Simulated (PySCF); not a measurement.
**Excitation energy of Cr⁺ by level of theory**

Cr⁺ [Ar] 3d5 (6S) → Cr⁺ [Ar] 3d4 4p1 (high-spin determinant), as a difference of total energies. Computed with PySCF 2.14 in ANO-RCC-VTZP (6s5p3d2f1g, 59 functions), with the spin-free X2C one-electron Hamiltonian (Gaussian nucleus). Correlated levels: valence and next inner shell: [Ne] frozen. The calculations carry no spin-orbit coupling.

```
                                method  excitation energy (eV)
                                   UHF                   4.920
    MP2 (valence and next inner shell)                   6.208
SCS-MP2 (valence and next inner shell)                   5.663
   CCSD (valence and next inner shell)                   5.807
CCSD(T) (valence and next inner shell)                   5.846
```

How much does correlation contribute at CCSD(T) (valence and next inner shell)?

5.846 − (4.920) = 0.926 eV, measured against UHF.

A first-order spin-orbit estimate (lowest level to lowest level, LS coupling) adds -0.067 eV.

The basis was made for the ground configuration and has no added diffuse functions, so the excitation energy can come out too high.

The determinant of the upper state mixes LS terms, which raises its energy above the lowest term, most at the Hartree-Fock and MP2 levels.
